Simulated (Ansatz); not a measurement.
Stepwise reaction of `C=[CH][Ga]([Cl])[Cl]` with hydrogen, as a gas-phase model of exchange steps in deposition or etching. ΔE in kJ/mol; ΔG adds harmonic PBE0-D4 terms to CCSD(T)/CBS, at 1 bar.

Computed with Ansatz on PBE0-D4/def2-TZVP structures; ΔE is electronic, products minus reactants. CCSD(T)/CBS adds triple-zeta CCSD(T) − MP2 to the extrapolated MP2 energy (def2 sets, frozen cores). This one scheme is used for every species. DFT in def2-TZVPP. B3LYP here is the variant with VWN-RPA as its local correlation; programs differ in this. For Ga outer-core shells are correlated without core-valence functions, which leaves a few kJ/mol of doubt a bond. Scalar relativity is left out up to krypton. One conformer a species, not always the lowest.

```tsv
step	reaction	PBE-D4	B3LYP-D4	ωB97M-V	CCSD(T)/CBS	ΔG(500 K)
1	`C=[CH][Ga]([Cl])[Cl]` + H₂ → `C=[CH][GaH][Cl]` + HCl	101.8	103.6	101.5	103.7	95.0
2	`C=[CH][GaH][Cl]` + H₂ → `C=[CH][GaH2]` + HCl	115.7	117.3	114.8	117.4	110.3
```

(1) By hand: ΔE of the 2 steps together at CCSD(T)/CBS.

## Answers

(1) (103.7) + (117.4) = 221.1 kJ/mol, or 110.6 kJ/mol a step.

In ΔE each step is higher than the one before. All are uphill at CCSD(T)/CBS. ΔG lies between 95.0 and 110.3 kJ/mol a step. PBE-D4 differs from CCSD(T)/CBS by -1.9 to -1.7 kJ/mol a step. Isolated molecules leave out the surface, adducts and barriers. Largest T1 diagnostic: 0.013.
